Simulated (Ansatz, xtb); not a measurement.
## A geometry optimisation of CH2AlClSi with r2SCAN-D4/def2-SVP

The starting geometry of this gas-phase triplet was built from a drawn formula by distance geometry and a force field; its bonds are those of `[Al]/[SiH]=C/Cl`.

```yaml
atoms:
  - { symbol: C, position_ang: [1.2011, -0.7667, -0.0911] }
  - { symbol: Al, position_ang: [-1.8734, -1.4612, -1.5925] }
  - { symbol: Cl, position_ang: [2.5767, -1.0373, 1.0503] }
  - { symbol: Si, position_ang: [-0.0822, -1.8495, -0.0972] }
  - { symbol: H, position_ang: [-0.1129, -2.9555, 0.8407] }
  - { symbol: H, position_ang: [1.2374, 0.0725, -0.7593] }
```

Q: Predict what becomes of its bonds when it is optimised with r2SCAN-D4/def2-SVP.

A: A new bond forms, giving a structure with H5 bridging Si4 and Al2, given below by its coordinates. Distances that change by over a tenth: C1–Si4 (1.68 → 1.95 Å), Al2–H5 (3.35 → 1.95 Å), Si4–H5 (1.45 → 1.61 Å). Contacts that close: C1–Al2 (3.49 → 2.09 Å).

The energy falls by 1.09 eV over 27 steps:

| step | E − E(last) (eV) |
| --- | --- |
| 1 | 1.088 |
| 4 | 0.842 |
| 7 | 0.809 |
| 10 | 0.709 |
| 13 | 0.142 |
| 15 | 0.086 |
| 18 | 0.080 |
| 21 | 0.066 |
| 24 | 0.001 |
| 27 | 0.000 |

Final geometry (Å):

```xyz
6

C     0.9518   -0.8902   -0.3337
Al   -1.1320   -1.0398   -0.2800
Cl    1.7054   -0.3457    1.1828
Si    0.4818   -2.7528   -0.6743
H    -0.4716   -2.6330    0.6214
H     1.4113   -0.3360   -1.1654
```

From the same start GFN2-xTB ends elsewhere, differing in C1–Al2 (2.88 against 2.09 Å here), Al2–Cl3 (2.28 against 3.27 Å here), Al2–H5 (3.81 against 1.95 Å here).

No frequencies were run, so the end isn't proven a minimum. Open shells are spin-unrestricted. The triplet needn't be the ground state. Run with Ansatz 0.2.0, 4.3 min on 1 thread of Intel(R) Xeon(R) Platinum 8488C (Sapphire Rapids), on a shared host.
